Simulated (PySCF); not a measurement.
A PySCF script (with the pyscf-properties extension) for the NMR shieldings of SMILES CO/C(C#N)=C/B(C)C, C₆H₁₀BNO, on a GFN2-xTB geometry:

```python
import basis_set_exchange as bse
import numpy as np
from pyscf import gto, dft
from pyscf.prop import nmr

atoms = """
C     3.466998    0.143913    0.096595
O     2.308829    0.021643   -0.698347
C     1.098238    0.035717   -0.077550
C     1.085709    0.174131    1.336092
N     1.139295    0.287638    2.476611
C    -0.031482   -0.080067   -0.811244
B    -1.506009   -0.090911   -0.342226
C    -2.589718   -0.244206   -1.481312
C    -1.918467    0.040590    1.173384
H     4.305251    0.107937   -0.596718
H     3.482403    1.093264    0.640637
H     3.550234   -0.677851    0.814419
H     0.167877   -0.176513   -1.873805
H    -2.428641   -1.163695   -2.044110
H    -2.499943    0.563207   -2.208070
H    -3.616240   -0.252386   -1.124790
H    -2.993818    0.015431    1.331002
H    -1.482675   -0.756783    1.774220
H    -1.547643    0.968191    1.607748
"""
names = dict.fromkeys(["C", "O", "N", "B", "H"], "pcSseg-1")
basis = {el: gto.basis.parse(bse.get_basis(n, elements=[el], fmt="nwchem")) for el, n in names.items()}
mol = gto.M(atom=atoms, basis=basis, charge=0, verbose=0)
mf = dft.RKS(mol, xc="PBE0")
mf.grids.level = 2
mf.grids.alignment = dft.numint.BLKSIZE   # the property module wants whole blocks of grid points
mf.conv_tol = 1e-9
mf.kernel()

calc = nmr.RKS(mf)   # GIAO
C = mf.mo_coeff
Co = C[:, mf.mo_occ > 0]
resp = mf.gen_response(singlet=True, hermi=2)
def vind(x):   # induced exchange potential for any number of trial vectors
    d = np.einsum("pi,xij,qj->xpq", C, 2 * x.reshape(-1, C.shape[1], Co.shape[1]), Co, optimize=True)
    return np.einsum("xpq,pi,qj->xij", resp(d - d.transpose(0, 2, 1)), C, Co, optimize=True).ravel()
mo1, _ = nmr.rhf.solve_mo1(calc, with_cphf=vind)
sigma = calc.kernel(mo1)
for i, s in enumerate(sigma):   # ppm
    w = np.linalg.eigvalsh((s + s.T) / 2)
    print("%2d %-2s iso %8.1f  s11 %8.1f  s22 %8.1f  s33 %8.1f" % (i, mol.atom_pure_symbol(i), w.mean(), *w))
```

Task: What are the results?

Result: 
```
 0 C  iso    128.9  s11    102.9  s22    103.8  s33    179.9
 1 O  iso    207.2  s11     85.3  s22    265.6  s33    270.7
 2 C  iso     33.5  s11    -59.7  s22     67.6  s33     92.7
 3 C  iso     67.6  s11    -46.9  s22    -38.7  s33    288.3
 4 N  iso    -75.4  s11   -231.2  s22   -196.8  s33    201.7
 5 C  iso     54.0  s11    -48.7  s22     52.3  s33    158.4
 6 B  iso     25.9  s11    -47.3  s22      0.3  s33    124.7
 7 C  iso    168.7  s11    152.0  s22    167.2  s33    186.8
 8 C  iso    172.9  s11    157.9  s22    180.2  s33    180.5
 9 H  iso     27.6  s11     23.8  s22     25.9  s33     33.3
10 H  iso     27.7  s11     24.4  s22     25.9  s33     32.7
11 H  iso     27.7  s11     24.4  s22     25.9  s33     32.7
12 H  iso     25.0  s11     20.9  s22     23.5  s33     30.7
13 H  iso     30.8  s11     27.0  s22     29.4  s33     35.9
14 H  iso     30.8  s11     27.0  s22     29.4  s33     35.9
15 H  iso     30.6  s11     26.7  s22     29.8  s33     35.2
16 H  iso     30.4  s11     26.4  s22     29.3  s33     35.5
17 H  iso     30.4  s11     25.5  s22     30.6  s33     35.3
18 H  iso     30.4  s11     25.5  s22     30.6  s33     35.3
```

These numbers come from an equivalent density-fitted implementation of the same equations, which agrees with the script to about 0.01 ppm for H and up to a few tenths of a ppm for heavy atoms, so last digits may differ.

Size and cost of the density-fitted run: 203 basis functions, 41 s wall time on 1 thread of an Arm Neoverse V2, shared host; peak memory 0.9 GiB.
